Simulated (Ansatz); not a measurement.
Reaction (germylene formation by 1,1-elimination): `N[SiH2][GeH2][OH]` → `N[SiH3]` + `[OH][GeH]`

Calculated with Ansatz (gas phase, PBE0-D4/def2-TZVP geometries, no zero-point term in ΔE). CCSD(T)/CBS is the MP2 limit (def2-TZVPP, def2-QZVPP) plus CCSD(T) − MP2 in def2-TZVPP, frozen cores. This one scheme is used for every species. DFT in def2-TZVPP. B3LYP here is the variant with VWN-RPA as its local correlation; programs differ in this. For Ge outer-core shells are correlated without core-valence functions, which leaves a few kJ/mol of doubt a bond. Scalar relativity is left out up to krypton. Each species was taken in one conformer, which may not be the lowest.

```json
{"species": "`N[SiH2][GeH2][OH]`", "B3LYP-D4 energy (Eh)": "-2500.88646"}
{"species": "`N[SiH3]`", "B3LYP-D4 energy (Eh)": "-347.33620"}
{"species": "`[OH][GeH]`", "B3LYP-D4 energy (Eh)": "-2153.51323"}
```

Task: Work out ΔE.

Result: ΔE = (-347.33620) + (-2153.51323) − (-2500.88646) = 0.03703 Eh = +23.2 kcal/mol. CCSD(T)/CBS gives +26.6 kcal/mol.

Largest T1 diagnostic among the species: 0.016.

The D4 term adds +3.7 kcal/mol with B3LYP and +2.0 kcal/mol with PBE0; it sums over pairs of atoms, weighted by their polarisabilities, and B3LYP, whose exchange is more repulsive, gets the larger term. Leaving LDA and LC-ωPBE aside and taking each functional with its dispersion term where it has one, the values, not all of them listed here, spread over 11.7 kcal/mol, from BLYP-D4 to PBE-QIDH. LDA lies +9.9 kcal/mol from PBE without D4. From r2SCAN to r2SCAN0 (25 % exact exchange), in def2-TZVPP and without D4, ΔE moves by +1.6 kcal/mol.
